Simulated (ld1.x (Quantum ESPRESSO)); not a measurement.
# S (Z = 16): one change to a TM semilocal potential, before and after

sulfur (S), norm-conserving Troullier–Martins (semilocal form), made with ld1.x (Quantum ESPRESSO) 7.5 (PBE, scalar-relativistic). Core [Ne], reference 3s2 3p4. Waves: 3p (bound): rc 1.30 bohr; 3s (bound): rc 1.10 bohr. Local part: the s channel. Core correction: a·sin(br)/r model core inside 0.90 bohr.

All-electron outer shells of the reference configuration (PBE, scalar-relativistic, ld1.x):

```json
{"shell": "2s", "level (eV)": "-211.71", "outermost node (bohr)": "0.13", "outermost maximum (bohr)": "0.39"}
{"shell": "2p", "level (eV)": "-156.51", "outermost node (bohr)": "–", "outermost maximum (bohr)": "0.33"}
{"shell": "3s", "level (eV)": "-17.26", "outermost node (bohr)": "0.60", "outermost maximum (bohr)": "1.40"}
{"shell": "3p", "level (eV)": "-7.01", "outermost node (bohr)": "0.58", "outermost maximum (bohr)": "1.61"}
```

Change: all radii but the core radius scaled by about 0.77 (s 0.86, p 1.00 bohr).

Cutoffs: the cutoffs (Ry, on a coarse ladder) from which the occupation-weighted sum of valence levels, in a spherical-Bessel basis at the reference potential, stays within 10 and 1 mRy of its value at 400 Ry; they do not see the model core or the augmentation charge, which bear on the density cutoff. Errors are all-electron minus pseudo energies relative to the spin-unpolarised reference configuration.

Problem. How do hardness, ghosts and transferability respond?

Solution. The s channel binds one level more than in the base; of the 7 tests that both files solve, the error grows in 6 and shrinks in 0 by more than 15 % and 0.3 meV (median size 6.3 → 35.1 meV); neither file shows a bound ghost. That the errors move this way runs against the usual rule that smaller radii transfer better. A semilocal file is local in each channel, so a ghost entry of none says nothing of the separable form that plane-wave codes build from it.

| quantity | base | changed |
| --- | --- | --- |
| cutoff, loose | 70 Ry | 300 Ry |
| cutoff, tight | 140 Ry | over 300 Ry |
| loose cutoff by channel (10 mRy a level) | p 10 Ry, s 50 Ry | p 110 Ry, s 260 Ry |
| bound ghosts | none | none |
| error for 3s2 3p3, meV [ΔE 11.77 eV] | +3.5 | +12 |
| error for 3s2 3p2, meV [ΔE 34.05 eV] | +25 | +79 |
| error for 3s2 3p1, meV [ΔE 68.09 eV] | +87 | +278 |
| error for 3s1 3p4, meV [ΔE 22.65 eV] | +6.3 | +35 |
| error for 3s2 3p4.3, meV [ΔE -1.71 eV] | +0.3 | +0.5 |
| error for 3s2 3p0, meV [ΔE 114.89 eV] | +212 | +736 |
| error for 3s1 3p5, meV [ΔE 10.31 eV] | -0.1 | +22 |
